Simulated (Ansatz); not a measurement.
Basis sets compared for the cluster Cu12Pd⁺. Charge 1, multiplicity 2. Geometry PBE-D4/def2-SVP. Ansatz on 2 threads of AMD EPYC 7R13 on a shared host and a share (18 GiB) of an NVIDIA H100 80GB HBM3; times are rough, and most runs start from earlier orbitals.

```xyz
13

Pd    1.456    1.584   -0.048
Cu   -2.604   -1.120    0.845
Cu   -1.928   -0.432   -1.493
Cu   -0.462   -1.415    2.124
Cu   -0.786    0.388    0.393
Cu    0.584   -0.414   -1.590
Cu    1.443   -0.885    0.661
Cu   -1.867    0.470    2.541
Cu    2.955   -0.079   -1.172
Cu    1.728    1.468   -2.605
Cu    0.624    0.840    2.260
Cu   -0.579   -2.071   -0.197
Cu   -0.565    1.665   -1.719
```

In the def2 sets Pd takes a core potential; there is no spin–orbit coupling. Single mean-field runs in def2-SVP, def2-TZVP are fitted with def2-universal-jkfit. The structure comes from a short search, and lower isomers may exist.

```csv
level,functions,energy (Eh),HOMO (eV),LUMO (eV),wall time
PBE-D4/def2-SVP,403,-19808.7870,-7.44,-7.23,11 s
PBE0-D4/def2-SVP,403,-19808.6878,-7.73,-6.38,18 s
```

Question: Estimate the rows for PBE-D4/def2-TZVP (with forces), PBE0-D4/def2-TZVP.

Answer: 
```json
{"level": "PBE-D4/def2-TZVP (with forces)", "functions": "580", "energy (Eh)": "-19811.7438", "HOMO (eV)": "-7.75", "LUMO (eV)": "-7.55", "wall time": "18 s"}
{"level": "PBE0-D4/def2-TZVP", "functions": "580", "energy (Eh)": "-19811.5499", "HOMO (eV)": "-8.03", "LUMO (eV)": "-6.66", "wall time": "27 s"}
```
